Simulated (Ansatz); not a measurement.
TiOCl2 (TiCl2O). Total charge 0; singlet. Geometry PBE-D4/def2-SVP.

```xyz
4

Ti    0.188    0.171    0.066
O     1.408   -0.402   -0.787
Cl   -1.315    1.267   -1.153
Cl   -0.281   -1.035    1.874
```

The 6-31G sets use Cartesian d functions. B3LYP takes the VWN-RPA correlation.

Q: Estimate the orbital energies around the gap (eV) in Ansatz with HF/6-31G, PBE-D4/def2-SVP, B3LYP-D4/6-31G, r2SCAN0-D4/def2-TZVP, ωB97X-V/def2-TZVP.

A: 
| orbital | HF/6-31G | PBE-D4/def2-SVP | B3LYP-D4/6-31G | r2SCAN0-D4/def2-TZVP | ωB97X-V/def2-TZVP |
| --- | --- | --- | --- | --- | --- |
| HOMO−9 | -29.74 | -19.79 | -22.37 | -23.26 | -25.48 |
| HOMO−8 | -15.75 | -9.36 | -11.16 | -11.52 | -13.92 |
| HOMO−7 | -15.68 | -9.35 | -10.95 | -11.42 | -13.72 |
| HOMO−6 | -15.22 | -9.06 | -10.87 | -11.30 | -13.62 |
| HOMO−5 | -14.74 | -8.93 | -10.67 | -11.04 | -13.39 |
| HOMO−4 | -13.93 | -8.56 | -10.09 | -10.56 | -12.77 |
| HOMO−3 | -13.48 | -8.22 | -9.71 | -10.15 | -12.33 |
| HOMO−2 | -13.38 | -8.21 | -9.69 | -10.14 | -12.29 |
| HOMO−1 | -13.27 | -7.84 | -9.39 | -9.87 | -12.06 |
| HOMO | -12.80 | -7.55 | -9.04 | -9.52 | -11.65 |
| LUMO | -1.04 | -4.65 | -4.52 | -3.87 | -1.79 |
| LUMO+1 | 0.09 | -4.29 | -4.07 | -3.53 | -1.33 |
| LUMO+2 | 0.65 | -3.06 | -2.93 | -2.36 | -0.23 |
| LUMO+3 | 1.69 | -1.94 | -1.80 | -1.26 | 0.87 |
| LUMO+4 | 1.85 | -1.62 | -1.55 | -1.09 | 0.87 |
| LUMO+5 | 2.01 | -0.58 | -0.61 | 0.20 | 1.53 |
